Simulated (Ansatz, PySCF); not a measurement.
This triplet is an excited state, 0.93 eV above the relaxed singlet at the level frozen-core CCSD(T)/cc-pVTZ // PBE0-D3(BJ)/def2-TZVP (Ansatz, an electronic-structure program).

```xyz
7

N     -1.6036     0.1525    -0.1914
C     -0.2939     0.0396    -0.0351
Al     1.5530    -0.1008     0.2006
H     -2.0104     0.3880    -1.0847
H     -2.2494    -0.1611     0.5184
H      2.5031     0.2870    -1.0085
H      2.1011    -0.6051     1.6007
```

Charge 0, multiplicity 3.

Question: Give the Mulliken and meta-Löwdin atomic charges from PBE0-D3(BJ)/def2-TZVP (PySCF 2.14.0).

Answer: 
```
atom  Mulliken (e)  meta-Löwdin (e)
----  ------------  ---------------
N1           -0.42            -0.36
C2           -0.17            -0.21
Al3           0.28             0.33
H4            0.26             0.26
H5            0.26             0.26
H6           -0.11            -0.14
H7           -0.11            -0.14
```
